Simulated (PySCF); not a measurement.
C6H5O4 (doublet state).
Structure used (GFN2-xTB), in Å, numbered top down from 1:
```
atom  x, y, z in Å
O1     2.913   -0.907    0.402
C2     2.875    0.183   -0.109
O3     1.783    0.889   -0.431
C4     0.514    0.483   -0.232
C5     0.120   -0.813    0.382
C6    -1.369   -0.934    0.446
C7    -2.196    0.010    0.008
C8    -1.716    1.262   -0.581
O9    -2.406    2.157   -0.995
O10   -0.352    1.403   -0.657
H11    3.751    0.779   -0.395
H12    0.551   -0.912    1.389
H13    0.543   -1.654   -0.188
H14   -1.747   -1.850    0.878
H15   -3.268   -0.088    0.060
```

The hyperfine couplings belong to this conformer and change with its torsions.

The species is `O=CO[C]1CC=CC(=O)O1` [radical].

Computed, not measured: UKS B3LYP, pcH-1 on C H O, non-relativistic, mean-field spin-orbit, GIAO (PySCF 2.14.0). One conformer (not necessarily the lowest) at the GFN2-xTB geometry, without solvent, vibrations or thermal averaging. A GFN2-xTB geometry isn't a minimum of the functional, and hyperfine couplings can be far from their values at a DFT geometry. The SCF solution wasn't tested for stability.

Problem. Where do the isotropic ENDOR lines of H12/H13, H11 and H14 fall at 1217.3 mT, to first order?

Solution. ν± = |νn ± a/2|, one line for each electron-spin manifold; νn = |g_N| × 7.62259 MHz/T × B.

| nuclei | isotope | g_N | νn (MHz) | a_iso (MHz) | lower line (MHz) | upper line (MHz) |
| --- | --- | --- | --- | --- | --- | --- |
| H12/H13 | 1H | 5.5857 | 51.83 | 112.73 | 4.54 | 108.20 |
| H11 | 1H | 5.5857 | 51.83 | -9.58 | 47.04 | 56.62 |
| H14 | 1H | 5.5857 | 51.83 | -2.49 | 50.59 | 53.07 |

Problem. Which pairs are centred on the nuclear Larmor frequency, and which on half the coupling?

Solution. Centred on νn, since |a| < 2νn: H11 and H14. Centred on |a|/2 and split by 2νn: H12/H13.

Problem. At what field would the lower line of H12/H13 fall to zero frequency?

Solution. Where νn = |a|/2, that is B = 56.37 MHz/(5.5857 × 7.62259 MHz/T) = 1320 mT, as far as first order holds there.

Nuclei that the bonding pattern makes equivalent are averaged, as if the motion that swaps them (rotation, inversion, ring flip) were fast.

On Arm Neoverse V2, one thread, shared host, this took 84 s (with the writing of density and orbital grids) and 0.96 GiB of memory at its peak.
